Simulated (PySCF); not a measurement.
## Shapes and spin states of Hf₂Cl⁺

Level of theory: PBE/[Cl def2-SVP, Hf def2-SVP with ECP60], scalar-relativistic core potentials, density fitting, no spin–orbit coupling, PySCF.

Relaxations began from a few typed shapes and spin states; open shells are unrestricted. The search is not exhaustive: other isomers or separated fragments can lie lower, and high-lying points may rest on an excited occupation.

Which is the lowest minimum found?
A. broken-symmetry Ms = 1 (⟨S²⟩ 2.95) D∞h: Cl–Hf 2.455 Å (×2); Hf–Cl–Hf 180.0°
B. triplet (⟨S²⟩ 2.57) C2v: Cl–Hf 2.475 Å (×2), Hf–Hf 3.353 Å; Cl–Hf–Hf 47.4° (×2), Hf–Cl–Hf 85.3°
C. singlet (closed shell, unstable to spin polarisation) C2v: Cl–Hf 2.485 Å (×2), Hf–Hf 2.467 Å; Cl–Hf–Hf 60.2° (×2), Hf–Cl–Hf 59.5°
D. broken-symmetry Ms = 0 C2v: Cl–Hf 2.485 Å (×2), Hf–Hf 2.471 Å; Cl–Hf–Hf 60.2° (×2), Hf–Cl–Hf 59.6°

D. The others lie at 0.2 (singlet C2v), 169.3 (triplet C2v, a saddle point), 188.3 (broken-symmetry Ms = 1 D∞h) kJ/mol above it.

For the lowest minimum: the spin densities have lower symmetry than the nuclear frame. Spin–orbit coupling, left out here, can matter for elements this heavy.

The electron or spin density has lower symmetry than the nuclear frame for the triplet (⟨S²⟩ 2.57) C2v at 169.3 kJ/mol, broken-symmetry Ms = 1 (⟨S²⟩ 2.95) D∞h at 188.3 kJ/mol.
